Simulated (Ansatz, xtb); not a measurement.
# Two isomers of Al2FH5OSi

Structure I is `[F][AlH][O][AlH][SiH3]`, a singlet and structure II is `[F][Al]([SiH3])[O][AlH2]`, a singlet. Both are isolated molecules in the gas phase, relaxed with PBE0-D3(BJ)/def2-SVP; the shapes shown needn't be the lowest conformers.

I (Å):

```xyz
10

Al    3.5016    1.2761   -0.1580
Al    1.3987   -0.2270    2.0367
F     3.6832    0.5501   -1.6426
O     2.4715    0.5592    0.9699
Si   -0.9760    0.3738    1.9741
H     4.2938    2.5984    0.1280
H     2.0185   -1.3030    3.0271
H    -1.4263    0.9115    3.3001
H    -1.2709    1.4123    0.9354
H    -1.8255   -0.8262    1.6781
```

II (Å):

```xyz
10

Al    0.3829    1.4200   -0.5680
Al   -0.8132   -1.7144   -1.0595
F     0.8363    2.2477   -1.9423
O    -0.2225   -0.1456   -0.7557
Si    0.6268    2.5155    1.5860
H    -0.1541    3.7921    1.6215
H     2.0625    2.8502    1.8471
H     0.1409    1.6354    2.6941
H    -2.3680   -1.8922   -1.3040
H     0.2215   -2.9139   -1.0616
```

Quicker runs give these differences E(II) − E(I): GFN2-xTB −19.96 kJ/mol; HF/STO-3G −6.79 kJ/mol (at GFN2-xTB geometries); r2SCAN-D4/def2-SVP −5.06 kJ/mol (at GFN2-xTB geometries).

**Question.** Estimate E(II) − E(I) at the level CCSD(T)/def2-SVP + ΔMP2/def2-TZVPP.

**Answer.** Too close to call at this level: CCSD(T)/def2-SVP + ΔMP2/def2-TZVPP gives E(II) − E(I) = −2.85 kJ/mol.

Level by level:

```csv
level,geometry,E(II) − E(I) (kJ/mol),departure from the last row (kJ/mol),"job, with rough time for the two"
GFN2-xTB,GFN2-xTB,−19.96,−17.11,"optimisation, 0.63 s"
HF/STO-3G,GFN2-xTB,−6.79,−3.94,"single point, 0.4 s"
r2SCAN-D4/def2-SVP,GFN2-xTB,−5.06,−2.21,"single point, 3.5 s"
PBE0-D3(BJ)/def2-SVP,PBE0-D3(BJ)/def2-SVP,−3.91,−1.07,"optimisation, 3.7 min"
HF/def2-SVP,PBE0-D3(BJ)/def2-SVP,−3.80,−0.95,part of the CCSD(T) run
MP2/def2-SVP,PBE0-D3(BJ)/def2-SVP,−3.68,−0.83,part of the CCSD(T) run
CCSD(T)/def2-SVP,PBE0-D3(BJ)/def2-SVP,−3.56,−0.71,single point
CCSD(T)/def2-SVP + ΔMP2/def2-TZVPP,PBE0-D3(BJ)/def2-SVP,−2.85,,"single point, 29 s"
```

As drawn, both hold the same kinds of bond in the same numbers.

The largest departure from CCSD(T)/def2-SVP + ΔMP2/def2-TZVPP is that of GFN2-xTB, 17.11 kJ/mol. The last row adds to CCSD(T) the change of the MP2 difference between the two basis sets, here +0.71 kJ/mol.

With harmonic frequencies from PBE0-D3(BJ)/def2-SVP (ideal gas, rigid rotor, one conformer each, 298.15 K, 1 atm): on the last row, ΔE + ΔZPE = −3.18 kJ/mol. A mode under 50 cm⁻¹ makes harmonic enthalpies and free energies unreliable, so none is given.

The correlated steps freeze 17 core orbitals. Run with Ansatz 0.2.0, xtb 6.7.1; the last row on 2 threads of Intel(R) Xeon(R) Platinum 8488C (Sapphire Rapids) on a shared host.
